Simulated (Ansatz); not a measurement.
Stepwise reaction of `[Cl][Ge][Cl]` with hydrogen, as a gas-phase model of exchange steps in deposition or etching. ΔE in kJ/mol; ΔG adds harmonic PBE0-D4 terms to CCSD(T)/CBS, at 1 bar.

Calculated with Ansatz (gas phase, PBE0-D4/def2-TZVP geometries, no zero-point term in ΔE). CCSD(T)/CBS adds triple-zeta CCSD(T) − MP2 to the extrapolated MP2 energy (def2 sets, frozen cores). This one scheme is used for every species. Functionals use def2-TZVPP. B3LYP here is the variant with VWN-RPA as its local correlation; programs differ in this. For Ge outer-core shells are correlated without core-valence functions, which leaves a few kJ/mol of doubt a bond. Scalar relativity is left out up to krypton.

| step | reaction | PBE-D4 | B3LYP-D4 | ωB97M-V | CCSD(T)/CBS | ΔG(400 K) |
| --- | --- | --- | --- | --- | --- | --- |
| 2 | `[Cl][GeH]` + H₂ → `[GeH2]` + HCl | 116.0 | 113.1 | 107.4 | 107.3 | 103.6 |

Q: Give the row of step 1, `[Cl][Ge][Cl]` + H₂ → `[Cl][GeH]` + HCl. (Best estimate.)

A: Ansatz gave: 
```
step                                 reaction  PBE-D4  B3LYP-D4  ωB97M-V  CCSD(T)/CBS  ΔG(400 K)
   1  `[Cl][Ge][Cl]` + H₂ → `[Cl][GeH]` + HCl   130.5     127.5    121.3        121.4      113.1
```

Q: By hand: ΔE of the 2 steps together at CCSD(T)/CBS.

A: (121.4) + (107.3) = 228.7 kJ/mol, or 114.3 kJ/mol a step.

In ΔE each step is lower than the one before. All are uphill at CCSD(T)/CBS. ΔG lies between 103.6 and 113.1 kJ/mol a step. PBE-D4 differs from CCSD(T)/CBS by 8.7 to 9.1 kJ/mol a step. Isolated molecules leave out the surface, adducts and barriers. Largest T1 diagnostic: 0.013.
